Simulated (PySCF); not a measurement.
Exercise with solution: entropy of an ideal gas

CLiN, SMILES [C]([N])[Li] (connectivity only; charge and spin as stated), neutral, multiplicity 1.

Geometry optimised at PBE-D3(BJ)/def2-TZVPD.

PBE-D3(BJ)/def2-TZVPD in PySCF gives the harmonic wavenumbers 165, 165, 628, 2157 cm⁻¹ and the rotational temperature 0.5473 K. The molar mass is 32.96 g/mol, the symmetry number 1, the spin multiplicity 1.

### Question
Work out the entropy at 298.15 K and 1 atm in the rigid-rotor, harmonic-oscillator model.

### Answer

Translation (Sackur–Tetrode at 1 atm): S = R[1.5 ln M + 2.5 ln T − 1.16487] = 152.3 J/(mol K).
Rotation: q = T/(σ θ) = 545, S = R[ln q + 1] = 60.7 J/(mol K).
Vibration: with u = 1.4388 ν/T, each mode gives R[u/(e^u − 1) − ln(1 − e^−u)]:
```tsv
ν (cm⁻¹)	modes	u	S (J/(mol K))
165	2	0.80	20.85
628	1	3.03	1.69
```
The stiffer modes add less than 0.005 each. Sum 22.5 J/(mol K).
Spin: R ln 1 = 0.0 J/(mol K).
Total 235.6 J/(mol K); the program's own thermochemistry gives 235.6. Translation makes up 65 % and vibration 10 %. Anharmonicity, hindered rotation and orbital degeneracy are left out.
